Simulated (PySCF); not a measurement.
Molecule: SMILES CC(C)B(O)O, C3H9BO2.

Atom-mapped SMILES (the numbers label the heavy atoms): `[CH3:1][CH:2]([CH3:3])[B:4]([OH:5])[OH:6]`. Hydrogens are named by the atom that carries them.

Geometry PBE0-D3(BJ)/def2-SVP throughout; GIAO in PySCF, gas phase, one conformer, non-relativistic; equivalent atoms averaged; basis pcSseg-1.

Q: How do the shifts δ (against TMS, BF3·OEt2, H2O at the same level) depend on the functional? (ppm; last column core-seconds on shared hosts with different chips, so compare them loosely; the GGAs took longer than the global hybrids here, which isn't the general rule, and the cause wasn't traced)

A: 
```
functional                    kind  C1/C3    C2    B4  O5/O6  H(O5)/H(O6)  H(C1)/H(C3)  H(C2)  core-s
        HF            Hartree–Fock   18.5  11.8  33.7   94.8         2.77         0.96   0.53     9.4
       LDA                     LDA   20.7  16.9  31.3  140.0         2.92         0.97   1.01      25
       PBE                     GGA   21.5  17.5  29.7  130.3         2.66         0.99   0.93      32
      BLYP                     GGA   22.4  19.0  30.3  129.6         2.59         1.01   0.90      32
      BP86                     GGA   21.5  17.4  29.6  127.4         2.65         1.00   0.91      32
      OPBE                     GGA   20.6  16.2  27.8  121.9         2.66         0.98   0.95      32
       KT2                     GGA   21.3  17.4  27.6  122.7         2.55         1.00   0.94      22
       KT3                     GGA   21.5  17.8  27.4  118.1         2.49         1.00   0.93      22
     B97-D                     GGA   21.7  17.6  28.8  118.8         2.57         1.02   0.89      21
     B3LYP           global hybrid   21.2  17.0  31.9  122.0         2.66         0.99   0.82      14
      PBE0           global hybrid   20.3  15.4  31.4  120.2         2.71         0.97   0.83      13
  mPW1PW91           global hybrid   20.3  15.4  31.5  119.2         2.70         0.97   0.81      13
      WP04           global hybrid   21.2  18.0  32.1  105.8         2.71         0.94   0.81      13
     B97-2           global hybrid   20.6  15.7  30.5  114.7         2.63         0.98   0.82      12
 BHandHLYP           global hybrid   20.0  14.9  33.3  111.9         2.72         0.97   0.72      12
 CAM-B3LYP  range-separated hybrid   20.2  15.6  32.8  120.8         2.77         0.97   0.78      16
   wB97X-D  range-separated hybrid   20.1  14.5  31.4  113.7         2.69         0.96   0.73      16
   LC-wPBE  range-separated hybrid   18.8  13.1  32.5  115.1         2.85         0.93   0.73      24
```

Q: Which nucleus moves most, in ppm?

A: O5/O6 (oxygen bonded to B, H): from 94.8 ppm with HF to 140.0 ppm with LDA. The smallest spread is 0.09 ppm, at H(C1)/H(C3). Proton shifts span only some 12 ppm, so a few tenths of a ppm matter as much there as several ppm in carbon.
